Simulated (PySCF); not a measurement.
**Working out the excitation energy of Xe**

Xe [Xe] (1S) → Xe [Kr] 4d10 5s1 5p6 6p1 (3P). All numbers are calculated (PySCF 2.14, a scalar-relativistic core potential, in aug-cc-pwCVDZ-PP with ECP28MDF (6s5p4d1f, 48 functions)). Frozen: nothing. Energies in hartree (1 hartree = 27.21139 eV):

```csv
part,Xe (lower),Xe (upper)
UHF,-328.291724,-327.385127
MP2 opposite-spin,-0.368393,-0.433011
MP2 same-spin,-0.210977,-0.217517
```

Q: What does Hartree-Fock give?

A: (-327.385127) − (-328.291724) = 0.906597 hartree = 24.670 eV.

Q: What do MP2 and SCS-MP2 (6/5 opposite-spin, 1/3 same-spin) give?

A: The opposite-spin parts differ by -1.758 eV and the same-spin parts by -0.178 eV. MP2: 24.670 + (-1.758) + (-0.178) = 22.734 eV. SCS-MP2: 24.670 + 1.2 × (-1.758) + (-0.178)/3 = 22.501 eV.

The upper state lies above the first ionisation limit, where it may autoionise and the basis confines it. A Rydberg-like electron needs more diffuse functions than a valence basis has.

A double-zeta basis recovers only part of the correlation energy.
